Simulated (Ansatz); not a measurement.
C2H6FISi (`C[SiH](I)CF`), relaxed with RKS PBE-D4/def2-SVP in Ansatz from a rough embedded geometry. The force threshold is 0.03 eV/Å; the program also tests the step.

Charge 0, multiplicity 1. I takes the def2 core potential.

Start:

```xyz
11

C    -0.260    1.532    0.109
Si   -0.102   -0.112   -0.643
I     1.778    0.041   -2.196
C     0.272   -1.505    0.555
F    -0.744   -1.492    1.517
H    -0.521    2.313   -0.602
H     0.584    1.815    0.692
H    -1.160    1.500    0.827
H    -1.337   -0.437   -1.484
H     0.317   -2.420    0.103
H     1.173   -1.236    1.123
```

(1) How much energy does the relaxation release, and in how many steps? (Best estimate.)

(2) Which bonds change most? (Best estimate.)

(3) Give the relaxed structure. (Best estimate.)

Answers

(1) Computed: 0.38 eV, in 4 steps.

(2) The calculation gave: C4–H10 from 1.022 to 1.113 Å; C1–Si2 from 1.814 to 1.877 Å; C1–H7 from 1.064 to 1.108 Å; C1–H8 from 1.152 to 1.110 Å.

(3) Ansatz gave: 
```xyz
11

C    -0.314    1.561    0.153
Si   -0.096   -0.093   -0.706
I     1.838   -0.046   -2.257
C     0.255   -1.460    0.580
F    -0.821   -1.465    1.478
H    -0.597    2.356   -0.565
H     0.618    1.865    0.669
H    -1.120    1.460    0.910
H    -1.315   -0.460   -1.503
H     0.352   -2.463    0.107
H     1.199   -1.256    1.135
```
